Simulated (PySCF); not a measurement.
Compound: CH₈OSi₂.
SMILES with atom numbers: `[CH3:1][O:2][SiH2:3][SiH3:4]` (hydrogens: H5, H6, H7 on C1; H8, H9 on Si3; H10, H11, H12 on Si4)

Method: PBE0-D3(BJ)/def2-SVP geometry optimisation, gas phase (PySCF); density fitting, grid level 1; the optimiser is geomeTRIC in internal coordinates, started from a GFN2-xTB structure with every atom displaced at random (about 0.03 Å).

Step 6: E = -18952.4953 eV
```
atom  x, y, z in Å  |  force x, y, z in eV/Å
C1      2.1659   -0.6492   -0.4771   -0.085   0.057  -0.016
O2      0.7691   -0.6731   -0.3500    0.016   0.040   0.024
Si3    -0.0910    0.6333    0.2387   -0.034  -0.076  -0.005
Si4    -2.3580    0.0280    0.2018    0.081   0.031  -0.010
H5      2.5057    0.1656   -1.1443    0.005  -0.011   0.006
H6      2.4962   -1.6025   -0.9115    0.034  -0.060  -0.011
H7      2.6672   -0.5208    0.4998    0.020  -0.013   0.012
H8      0.3688    0.9664    1.6286   -0.018   0.039  -0.010
H9      0.1530    1.8413   -0.6174    0.002   0.014   0.004
H10    -2.6687   -0.6739   -1.0800   -0.012   0.001  -0.005
H11    -3.1952    1.2655    0.2911   -0.008  -0.009   0.017
H12    -2.6953   -0.8647    1.3518   -0.001  -0.013  -0.006
```

Step 7: E = -18952.4983 eV
```
atom  x, y, z in Å  |  force x, y, z in eV/Å
C1      2.1700   -0.6479   -0.4679   -0.106   0.010  -0.019
O2      0.7740   -0.6994   -0.3258    0.046   0.091   0.032
Si3    -0.0912    0.6181    0.2340   -0.011  -0.067  -0.024
Si4    -2.3575    0.0287    0.1987    0.020   0.017   0.000
H5      2.4822    0.1366   -1.1827    0.009  -0.004   0.002
H6      2.5204   -1.6161   -0.8521    0.030  -0.043  -0.004
H7      2.6766   -0.4531    0.4952    0.020  -0.014   0.011
H8      0.3632    0.9853    1.6165   -0.014   0.023  -0.002
H9      0.1529    1.8107   -0.6446    0.006   0.001   0.001
H10    -2.7035   -0.5975   -1.1133   -0.002   0.005  -0.004
H11    -3.1753    1.2709    0.3707   -0.006  -0.009   0.010
H12    -2.6941   -0.9207    1.3026    0.009  -0.012  -0.003
```

Step 8: E = -18952.5011 eV
```
atom  x, y, z in Å  |  force x, y, z in eV/Å
C1      2.1721   -0.6518   -0.4579   -0.067  -0.049  -0.006
O2      0.7782   -0.7096   -0.3010    0.040   0.106   0.028
Si3    -0.0929    0.6172    0.2266    0.023  -0.030  -0.033
Si4    -2.3537    0.0288    0.1948   -0.050  -0.006   0.010
H5      2.4706    0.0966   -1.2153    0.009   0.004  -0.004
H6      2.5303   -1.6368   -0.7928    0.011  -0.003   0.001
H7      2.6861   -0.4034    0.4894    0.009  -0.007   0.003
H8      0.3507    1.0231    1.6014   -0.005   0.001   0.007
H9      0.1495    1.7945   -0.6739    0.008  -0.013  -0.004
H10    -2.7328   -0.5175   -1.1438    0.008   0.010  -0.003
H11    -3.1645    1.2595    0.4589   -0.004  -0.005   0.002
H12    -2.6755   -0.9848    1.2450    0.018  -0.008  -0.001
```

Task: Estimate the geometry and energy of step 9. (The exact step hangs on the optimiser's Hessian estimate; all steps are aligned on step 8, rigid shifts and turns removed.)

Result: E = -18952.5036 eV, largest force 0.086 eV/Å
```
atom  x, y, z in Å  |  force x, y, z in eV/Å
C1      2.1717   -0.6604   -0.4487   -0.003  -0.074   0.011
O2      0.7794   -0.6989   -0.2856    0.017   0.066   0.014
Si3    -0.0959    0.6329    0.2166    0.044   0.016  -0.025
Si4    -2.3493    0.0283    0.1921   -0.083  -0.023   0.012
H5      2.4763    0.0596   -1.2305    0.004   0.009  -0.006
H6      2.5207   -1.6603   -0.7518   -0.012   0.030   0.002
H7      2.6932   -0.3889    0.4886   -0.005   0.002  -0.005
H8      0.3369    1.0678    1.5860    0.004  -0.013   0.010
H9      0.1439    1.7985   -0.7001    0.005  -0.020  -0.007
H10    -2.7501   -0.4574   -1.1636    0.011   0.010  -0.003
H11    -3.1687    1.2346    0.5315   -0.002  -0.002  -0.002
H12    -2.6402   -1.0398    1.1967    0.020  -0.003   0.000
```

The energy changes by -0.0025 eV. The first-order estimate −F·Δx gives -0.0034 eV and the mean of the old and new forces, exact on a quadratic surface, -0.0024 eV. The step makes an angle of 82° with the force vector and moves no atom by more than 0.081 Å.

What follows is the cost of the whole optimisation. Time: 45 s; peak memory 0.40 GiB. Hardware: an Arm Neoverse V1 with one thread, on a shared host.
